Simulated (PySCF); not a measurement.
**Distorted geometries of [La(NH3)2]3+**

[La(NH3)2]3+ (singlet). PySCF 2.14.0, RKS BP86, La lcecp-1-SVP with ECP46, N def2-SVP, H def2-SVP; non-relativistic Hamiltonian with scalar-relativistic core potentials where named; density fitting; no spin-orbit coupling. Relaxed geometry:

```xyz
9

La    1.1610   -0.1132    0.0001
N    -0.1994    0.0190    2.1318
H     0.2858    0.4947    2.9326
H    -1.1124    0.5333    2.0779
H    -0.4788   -0.9016    2.5525
N    -0.1992    0.0160   -2.1322
H     0.2728   -0.3910   -2.9775
H    -1.1262   -0.4755   -2.1276
H    -0.4530    0.9818   -2.4576
```

Question: Order these distorted geometries by energy above the relaxed one, lowest first.
A.
```xyz
9

La    1.0150   -0.0628    0.1484
N    -0.2145    0.0085    2.2380
H     0.4150    0.4288    3.0069
H    -1.0086    0.4281    2.0562
H    -0.3556   -0.9310    2.1536
N     0.0360   -0.0474   -2.0844
H     0.0789   -0.2498   -2.9291
H    -1.3877   -0.3512   -2.1258
H    -0.4280    0.9403   -2.4639
```
B.
```xyz
9

La    0.9921   -0.3236   -0.0494
N    -0.2581   -0.0321    2.0218
H     0.1230    0.5798    3.0494
H    -1.2898    0.5467    2.2997
H    -0.6063   -0.7558    2.4511
N    -0.0859   -0.0667   -2.0234
H     0.2611   -0.3081   -3.1510
H    -0.8405   -0.4916   -2.0463
H    -0.1450    1.0149   -2.5519
```
C.
```xyz
9

La    1.1338   -0.1034   -0.0231
N    -0.1868    0.0580    2.1133
H     0.2904    0.4881    2.9963
H    -1.1242    0.5586    2.0293
H    -0.5067   -0.9454    2.6076
N    -0.1806    0.0101   -2.1017
H     0.3231   -0.3872   -3.0348
H    -1.1400   -0.4749   -2.1051
H    -0.4585    0.9596   -2.4819
```

Answer: C (0.37 eV), B (3.95 eV), A (4.47 eV).

Question: Which forces (eV/Å) act in the one that lies 4.47 eV up?

Answer: 
```
La    1.50   0.05  -1.41
N     7.69   1.54   0.25
H    -1.45  -0.93  -0.18
H    -6.48   3.69  -0.23
H    -0.84  -4.52   1.54
N    -8.06   5.36   9.71
H     2.15  -4.47 -11.68
H     3.99   0.17   0.46
H     1.50  -0.89   1.55
```
Forces carry noise of the integration grid, about 0.01 to 0.03 eV/Å.

A frequency check found unstable modes (2, the lowest at -58 cm⁻¹), so the relaxed geometry is probably a saddle point.
